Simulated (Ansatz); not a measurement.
`C[SiH2][SnH3]` + `CO[SiH](O)F` → `CO[SiH](F)OC` + `[SiH3][SnH3]`  (substitution at a C–Si bond)

Isolated molecules relaxed with PBE0-D4/def2-TZVP in Ansatz; ΔE leaves out vibrations. CCSD(T)/CBS adds triple-zeta CCSD(T) − MP2 to the extrapolated MP2 energy (def2 sets, frozen cores). Functionals use def2-TZVPP. def2 core potentials past Kr. For Sn outer-core shells are correlated without core-valence functions, which leaves a few kJ/mol of doubt a bond. Each species was taken in one conformer, which may not be the lowest.

(1) Is it downhill or uphill in electronic energy at CCSD(T)/CBS, and by how much? (Best estimate.)

(2) What do these levels give: BHLYP-D4, r2SCAN, MP2/def2-SVP, HF/def2-TZVPP, CCSD/def2-TZVPP, CCSD/CBS(def2)? (An estimate is asked.)

Largest T1 diagnostic among the species: 0.013.

## Answers

(1) Ansatz gave: Uphill: ΔE = +1.00 eV.

(2) Ansatz gave: BHLYP-D4 0.90, r2SCAN 0.98, MP2/def2-SVP 0.84, HF/def2-TZVPP 0.81, CCSD/def2-TZVPP 0.94, CCSD/CBS(def2) 0.99 eV.

At CCSD(T), def2-SVP lies −0.26 eV from the extrapolated value and def2-TZVPP −0.05 eV. Leaving LDA and LC-ωPBE aside and taking each functional with its dispersion term where it has one, the values, not all of them listed here, spread over 0.12 eV, from BLYP-D4 to PBE-QIDH.
